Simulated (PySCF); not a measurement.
BeH4Si. Atoms are numbered in the order given.

```xyz
6

Be     0.0000     0.0000    -1.7037
H      0.0000     0.0000    -3.0346
Si     0.0000     0.0000     0.4804
H      1.1943     0.6895     1.0413
H      0.0000    -1.3791     1.0413
H     -1.1943     0.6895     1.0413
```
Charge 0, spin multiplicity 1.

Coordinates come from a B3LYP-D3(BJ)/def2-TZVP optimisation.

Level of theory: PBE/def2-TZVPD in PySCF.

Computed frontier levels, gap, dipole moment and polarisability:
The highest occupied level is -6.76 eV, the lowest empty level is -2.23 eV and the orbital gap comes out as 4.53 eV. The dipole moment is 0.28 D and the quadrupole, principal values (traceless, Buckingham form, about the centre of nuclear charge) is -5.61, 2.80, 2.80 D·Å. The mean static polarisability is 52.8 bohr³ (7.83 Å³) and the polarisability, principal values is 48.8, 48.8, 60.8 bohr³.
